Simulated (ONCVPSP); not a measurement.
## Before and after: ONCV potential for zinc

```json
{"Element": "zinc (Zn)", "Generator": "ONCVPSP 4.0.1", "Type": "optimised norm-conserving Vanderbilt (ONCV)", "Functional": "PBE", "Relativity": "scalar-relativistic", "Frozen core": "[Ne] 3s2", "Valence charge": "18", "Reference configuration": "3p6 3d10 4s1.5 (charge +0.5)", "Partial waves": "4s: rc 1.60 bohr, ncon 4, nbas 7, qcut 4.6 1/bohr, 1 projector; 3p: rc 0.65 bohr, ncon 3, nbas 6, qcut 11.5 1/bohr, 2 projectors, debl 0.4 Ha; 3d: rc 0.95 bohr, ncon 3, nbas 7, qcut 14.9 1/bohr, 2 projectors, debl 1.1 Ha", "Local potential": "polynomial inside 0.55 bohr (lpopt 5, dvloc0 4 Ha)", "Core correction": "Teter function, fcfact 2.25, rcfact 1.4"}
```

In the p channel the program set the typed energies aside and used -3.235, 0.250 Ha.

Change: d: ncon 5, nbas 9.

Cutoffs: the cutoffs (Ha) at which the residual kinetic energy of the hardest occupied pseudo-wave falls to 1 and 0.1 mHa per electron; they do not see the model core or the augmentation charge, which bear on the density cutoff. Errors are all-electron minus pseudo energies relative to the spin-unpolarised reference configuration.

**Question.** What does the change do?

**Answer.** The potential gets neither clearly harder nor softer (126 Ha and 275 Ha → 126 Ha and 275 Ha); both files keep a bound ghost (s); of the 4 tests that both files solve, the error grows in 0 and shrinks in 2 by more than 15 % and 0.3 meV (median size 24.9 → 1.8 meV).

```csv
quantity,base,changed
"cutoff, loose",126 Ha,126 Ha
"cutoff, tight",275 Ha,275 Ha
loose cutoff by channel,"s 6.5 Ha, p 126 Ha, d 93 Ha","s 6.5 Ha, p 126 Ha, d 103 Ha"
bound ghosts,s,s
GHOST(+) flags under 300 eV,none,none
"error for 3p6 3d10 4s2, meV [ΔE -3.94 eV]",-0.1,-0.1
"error for 3p6 3d10 4s1, meV [ΔE 5.95 eV]",-28,-1.8
"error for 3p6 3d10 4s0, meV [ΔE 24.39 eV]",-22,-23
"error for 3p6 3d10 4s1 4p1, meV [ΔE 1.15 eV]",-28,-1.8
s: phases at 1.62 bohr within 0.05 rad from the reference energy up to (Ha; the scan ends near 5),0.5,0.5
p: phases at 0.66 bohr within 0.05 rad from the reference energy up to (Ha; the scan ends near 5),to the end of the scan,to the end of the scan
d: phases at 0.96 bohr within 0.05 rad from the reference energy up to (Ha; the scan ends near 5),to the end of the scan,to the end of the scan
"rms error of d²Exc/dni dnj with the model core, mHa",2.63,2.66
```

 A true bound ghost makes a file unfit for plane-wave use even where its test errors are small: the radial tests pick states by their node count and pass the ghost by.
